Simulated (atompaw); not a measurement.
## Which setting gave this result? (Ce, PAW (atompaw))

Base potential:

cerium, PAW, made with atompaw 4.2.0.5 (PBE, scalar-relativistic). Core [Kr] 4d10, reference 4f1 5s2 5p6 5d1 6s2 6p0. Waves: 5s (bound); 6s (bound); 5p (bound); 6p (bound, empty); 5d (bound); 5d channel at 0.1 Ry; 4f (bound); 4f channel at 0.65 Ry. Local part: vpsmatchnc scheme with l = 4 at -0.5 Ry, radius 2.05 bohr. Core correction: smooth core density matched at 2.25 bohr. Augmentation charge: besselshape compensation charge, radius 2.55 bohr; PAW radius 3.00 bohr; waves and projectors: bloechl.

Cutoffs, loose and tight: the cutoffs (Ry, on a coarse ladder) from which the occupation-weighted sum of valence levels, in a spherical-Bessel basis at the reference potential, stays within 10 and 1 mRy of its value at 400 Ry. They see the waves, projectors and local potential, not the compensation charge or the core.

Only the scale of all radii (base = 1) is moved (4 further runs of the sweep failed or gave no value and are left out):

```tsv
scale of all radii (base = 1)	cutoff, loose	cutoff, tight	bound ghosts
0.94	100 Ry	140 Ry	s
1.08	70 Ry	90 Ry	s
1.14	70 Ry	80 Ry	s
1.3	45 Ry	60 Ry	none
```

One more run gave cutoff, loose: 80 Ry; cutoff, tight: 100 Ry; bound ghosts: s. Which value of the scale of all radii (base = 1) was used?

1.03. The tight cutoff moves one way along this sweep, from 140 Ry at 0.94 to 60 Ry at 1.3, which places the run between 0.94 and 1.08.
